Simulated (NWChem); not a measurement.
# Si2NH7O; SMILES N[SiH2][SiH2]O

```xyz
11

N     -0.4705     2.4083     0.0248
Si     0.6105     1.0194    -0.0190
Si    -0.5291    -1.0573    -0.0028
O      0.4694    -2.4261    -0.0399
H     -1.0530     2.5540    -0.8059
H     -1.0580     2.5050     0.8592
H      1.5197     1.1051     1.1829
H      1.4521     1.1368    -1.2633
H     -1.3951    -1.1695    -1.2278
H     -1.4619    -1.0659     1.1936
H      1.1649    -2.4268     0.6404
```
Atoms are numbered in this order, from 1.

Level: PBE-D3(BJ)/def2-SVP (NWChem), optimised geometry, unscaled harmonic frequencies. 

List the harmonic frequencies with IR intensities, and the thermochemistry.


```json
[
 {"frequency (cm⁻¹)": "54", "IR intensity (km/mol)": "3.5"},
 {"frequency (cm⁻¹)": "69", "IR intensity (km/mol)": "3.5"},
 {"frequency (cm⁻¹)": "144", "IR intensity (km/mol)": "31.0"},
 {"frequency (cm⁻¹)": "195", "IR intensity (km/mol)": "40.1"},
 {"frequency (cm⁻¹)": "229", "IR intensity (km/mol)": "77.1"},
 {"frequency (cm⁻¹)": "319", "IR intensity (km/mol)": "15.7"},
 {"frequency (cm⁻¹)": "418", "IR intensity (km/mol)": "21.6"},
 {"frequency (cm⁻¹)": "476", "IR intensity (km/mol)": "213.8"},
 {"frequency (cm⁻¹)": "533", "IR intensity (km/mol)": "1.3"},
 {"frequency (cm⁻¹)": "679", "IR intensity (km/mol)": "29.6"},
 {"frequency (cm⁻¹)": "719", "IR intensity (km/mol)": "12.3"},
 {"frequency (cm⁻¹)": "773", "IR intensity (km/mol)": "311.6"},
 {"frequency (cm⁻¹)": "788", "IR intensity (km/mol)": "230.2"},
 {"frequency (cm⁻¹)": "797", "IR intensity (km/mol)": "5.7"},
 {"frequency (cm⁻¹)": "863", "IR intensity (km/mol)": "69.3"},
 {"frequency (cm⁻¹)": "881", "IR intensity (km/mol)": "37.3"},
 {"frequency (cm⁻¹)": "897", "IR intensity (km/mol)": "42.7"},
 {"frequency (cm⁻¹)": "898", "IR intensity (km/mol)": "43.9"},
 {"frequency (cm⁻¹)": "908", "IR intensity (km/mol)": "72.7"},
 {"frequency (cm⁻¹)": "1502", "IR intensity (km/mol)": "24.9"},
 {"frequency (cm⁻¹)": "2089", "IR intensity (km/mol)": "144.6"},
 {"frequency (cm⁻¹)": "2132", "IR intensity (km/mol)": "100.2"},
 {"frequency (cm⁻¹)": "2150", "IR intensity (km/mol)": "83.1"},
 {"frequency (cm⁻¹)": "2163", "IR intensity (km/mol)": "142.3"},
 {"frequency (cm⁻¹)": "3467", "IR intensity (km/mol)": "22.0"},
 {"frequency (cm⁻¹)": "3559", "IR intensity (km/mol)": "18.8"},
 {"frequency (cm⁻¹)": "3763", "IR intensity (km/mol)": "72.5"}
]
```

```
Item                                                                                Value
-----------------------------------------------------------------------  ----------------
zero-point energy                                                           45.0 kcal/mol
thermal correction to the enthalpy at 298.15 K (with zero-point energy)     50.6 kcal/mol
heat capacity Cv                                                         27.4 cal/(mol K)
entropy at 298.15 K and 1 atm (symmetry number 1)                        87.3 cal/(mol K)
dipole moment                                                                      1.36 D
```

Rigid rotor and harmonic oscillator; modes under 100 cm⁻¹ make the entropy uncertain.
